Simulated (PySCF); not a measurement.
# Two-dimensional NMR puzzle

Compound of formula C₇H₉FSi. Correlations simulated from computed shifts and the bond graph:

HSQC (one-bond C–H):
```csv
δH,δC
6.49,159.3
5.80,101.4
2.91,24.1
2.06,21.2
1.76,76.7
```

COSY cross peaks (H two or three bonds apart, from the bond graph; peaks can be absent where the dihedral angle is near 90°):
```csv
δH,δH
6.49,2.06
5.80,2.91
5.00,4.68
5.00,2.91
4.68,2.91
```

HMBC (two and three bonds, from the bond graph):
```csv
δH,δC
6.49,"142.2, 101.4, 21.2"
5.80,"159.3, 142.2, 89.5, 24.1"
5.00,"159.3, 142.2, 101.4, 89.5, 24.1"
4.68,"159.3, 142.2, 101.4, 89.5, 24.1"
2.91,"142.2, 101.4, 89.5, 76.7"
2.06,"159.3, 142.2"
1.76,"89.5, 24.1"
```

Carbons without hydrogens: δ 142.2, 89.5.

- structure optimised with GFN2-xTB
- GIAO PBE0/pcSseg-1 shieldings
- program: PySCF 2.14.0 with density-fitted response routines
- one computed conformer, no relativistic terms, equivalent nuclei averaged, isolated molecule

Referencing at the same level of theory: ¹H and ¹³C vs TMS.

Exchangeable hydrogens are left out of these lists.

Question: Work out the connectivity.

Answer: `C#C[C@@H]1[SiH2]/C(=C/C)[C@H]1F`.

Atom-mapped SMILES (the numbers label the heavy atoms): `[CH:1]#[C:2][C@@H:3]1[SiH2:4]/[C:5](=[CH:6]/[CH3:7])[C@H:8]1[F:9]`; H(Xn) means a hydrogen on atom n. Ha(Si4) is cis to C2 on the ring; Hb(Si4) is trans to C2 on the ring.

1. δC 159.3 is C6, an alkene CH (δH 6.49).
2. δC 142.2 is C5, a fully substituted alkene carbon.
3. δC 101.4 is C8, an allylic sp3 CH bonded to F (δH 5.80).
4. δC 89.5 is C2, an alkyne carbon.
5. δC 76.7 is C1, a terminal alkyne carbon (δH 1.76).
6. δC 24.1 is C3, a propargylic sp3 CH bonded to Si (δH 2.91).
7. δC 21.2 is C7, an allylic methyl carbon (δH 2.06).
8. HMBC from δH 6.49 reaches the proton-free carbon C5.
9. HMBC from δH 5.80 reaches the proton-free carbons C5, C2.
10. HMBC from δH 5.00 reaches the proton-free carbons C5, C2.
11. HMBC from δH 4.68 reaches the proton-free carbons C5, C2.
12. COSY links 6.49–2.06, 5.80–2.91, 5.00–4.68, 5.00–2.91, 4.68–2.91.

This is the structure that produced the data.

Shifts are as computed. Against solution values, carbons near 30 ppm lie about +3 ppm off and those near 130 ppm about +5 ppm. Of 1309 compounds with measured shifts, 239 miss one by over three times the rms of a fit or turn the order of signals round; such compounds aren't used in these exercises.
